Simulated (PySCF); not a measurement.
## C2H2BF2N: core ionisation energies

C2H2BF2N.
Numbering: `[F:1][B:2]([F:3])[C@H:4]1[CH:5]=[N:6]1`

The calculation used delta-SCF UKS SCAN, pcX-2 on the ionised atom, pcseg-1 elsewhere, spin-free X2C (PySCF 2.14.0). These are vertical core ionisation energies against the vacuum level, from separate self-consistent calculations with and without the core hole.

**Question.** List the computed XPS lines with their assignment.

**Answer.** 
| atom(s) | bonded to | level | binding energy (eV) | above the level's lowest (eV) | count |
| --- | --- | --- | --- | --- | --- |
| F1/F3 | B | F 1s | 693.59 | 0.00 | 2 |
| B2 | 2 F and C | B 1s | 199.35 | 0.00 | 1 |
| C4 | N, C, H and B | C 1s | 291.97 | 0.00 | 1 |
| C5 | N (double bond), C and H | C 1s | 293.08 | +1.11 | 1 |
| N6 | C (double bond) and C | N 1s | 406.02 | 0.00 | 1 |

Lowest listed C 1s: C4, bonded to N, C, H and B. Highest, 1.11 eV above it: C5, bonded to N (double bond), C and H. Summing the Pauling electronegativity differences to the bonded atoms, each weighted by its formal bond order, gives -0.37 for the lowest site and +0.63 for the highest.

**Question.** Which effective nuclear charge Zeff reproduces each element's mean 1s value in the hydrogen-like formula E = 13.606 eV × Zeff²?

**Answer.** B (Z = 5): mean 199.3 eV, Zeff = 3.83, Z − Zeff = 1.17; C (Z = 6): mean 292.5 eV, Zeff = 4.64, Z − Zeff = 1.36; N (Z = 7): mean 406.0 eV, Zeff = 5.46, Z − Zeff = 1.54; F (Z = 9): mean 693.6 eV, Zeff = 7.14, Z − Zeff = 1.86. Means run over the listed sites, weighted by atom count.

**Question.** What is the longest wavelength that can ionise C 1s of C4 vertically?

**Answer.** λ = hc/E = 12398.42 eV Å / 291.97 eV = 42.465 Å.

Topologically equivalent atoms share the value of their first member; where this conformer doesn't relate them by symmetry, their own values could differ. Spin contamination (⟨S²⟩ against 0.75 for a pure doublet) is marked for C 1s of C5 (0.91), which makes this value less certain. Geometry: PBE0-D3(BJ)/def2-SVP, one conformer, isolated molecule.

The values belong to the conformer `[F:1][B:2]([F:3])[C@H:4]1[CH:5]=[N:6]1`: F1–B2–C4–C5 157°.
